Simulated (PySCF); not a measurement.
A PySCF script (with the pyscf-properties extension) for the NMR shieldings of `[SiH2](N([SiH2]F)C=C1CC1)[SiH3]`, C4H12FNSi3, on a GFN2-xTB geometry:

```python
import basis_set_exchange as bse
import numpy as np
from pyscf import gto, dft
from pyscf.prop import nmr

atoms = """
F     2.166851   -1.575178   -1.235145
Si    0.604325   -1.428572   -0.866116
N     0.582750   -0.250718    0.399040
C    -0.639479    0.092443    0.974682
C    -1.825102   -0.281393    0.552857
C    -2.682019   -0.987408   -0.406568
C    -3.274367   -0.218159    0.757494
Si    2.053947    0.582805    0.911704
Si    2.803204    1.979278   -0.767050
H     0.191931   -2.738688   -0.390712
H    -0.001832   -0.965694   -2.104516
H    -0.559113    0.725758    1.848802
H    -2.799990   -0.576233   -1.400224
H    -2.725421   -2.067741   -0.383484
H    -3.712991   -0.779163    1.572133
H    -3.791831    0.709088    0.549524
H     1.635416    1.265997    2.146882
H     2.986461   -0.472796    1.327678
H     3.871352    1.387311   -1.575382
H     1.752823    2.396007   -1.707460
H     3.354165    3.220001   -0.204609
"""
names = dict.fromkeys(["F", "Si", "N", "C", "H"], "pcSseg-1")
basis = {el: gto.basis.parse(bse.get_basis(n, elements=[el], fmt="nwchem")) for el, n in names.items()}
mol = gto.M(atom=atoms, basis=basis, charge=0, verbose=0)
mf = dft.RKS(mol, xc="PBE0")
mf.grids.level = 2
mf.grids.alignment = dft.numint.BLKSIZE   # the property module wants whole blocks of grid points
mf.conv_tol = 1e-9
mf.kernel()

calc = nmr.RKS(mf)   # GIAO
C = mf.mo_coeff
Co = C[:, mf.mo_occ > 0]
resp = mf.gen_response(singlet=True, hermi=2)
def vind(x):   # induced exchange potential for any number of trial vectors
    d = np.einsum("pi,xij,qj->xpq", C, 2 * x.reshape(-1, C.shape[1], Co.shape[1]), Co, optimize=True)
    return np.einsum("xpq,pi,qj->xij", resp(d - d.transpose(0, 2, 1)), C, Co, optimize=True).ravel()
mo1, _ = nmr.rhf.solve_mo1(calc, with_cphf=vind)
sigma = calc.kernel(mo1)
for i, s in enumerate(sigma):   # ppm
    print("%2d %-2s %9.2f" % (i, mol.atom_pure_symbol(i), np.trace(s) / 3))
```

Question: Give the expected output.

Answer: 
```
 0 F     374.45
 1 Si    360.55
 2 N     204.44
 3 C      53.30
 4 C      87.62
 5 C     178.24
 6 C     180.65
 7 Si    381.35
 8 Si    468.03
 9 H      26.26
10 H      26.04
11 H      25.30
12 H      30.41
13 H      30.43
14 H      30.49
15 H      30.50
16 H      26.71
17 H      26.29
18 H      28.08
19 H      28.11
20 H      28.31
```

These numbers come from an equivalent density-fitted implementation of the same equations, which agrees with the script to about 0.01 ppm for H and up to a few tenths of a ppm for heavy atoms, so last digits may differ.

Question: Turn these shieldings into chemical shifts. Shifts are taken against calculated references (same method and geometry level): 19F (170.95 ppm) against CFCl3; 29Si (349.16 ppm) and 13C (186.93 ppm) and 1H (31.72 ppm) vs TMS; 15N (267.73 ppm) vs NH3.

Answer: Averaging equivalent atoms: F 0: -203.5; Si 1: -11.4; Si 7: -32.2; Si 8: -118.9; N 2: 63.3; C 3: 133.6; C 4: 99.3; C 5: 8.7; C 6: 6.3; H 11: 6.41; H 9/10: 5.57; H 16/17: 5.22; H 18/19/20: 3.55; H 12/13: 1.29; H 14/15: 1.22 ppm. Unscaled 19F shifts against computed CFCl3 carry errors that often reach 10 to 50 ppm. Experimental scales use liquid or dissolved standards, which lie at an offset from isolated NH3 (liquid NH3: subtract about 20 ppm).

Size and cost of the density-fitted run: 234 basis functions, 62 s wall time on 1 thread of an Arm Neoverse V1, shared host; peak memory 1.1 GiB.
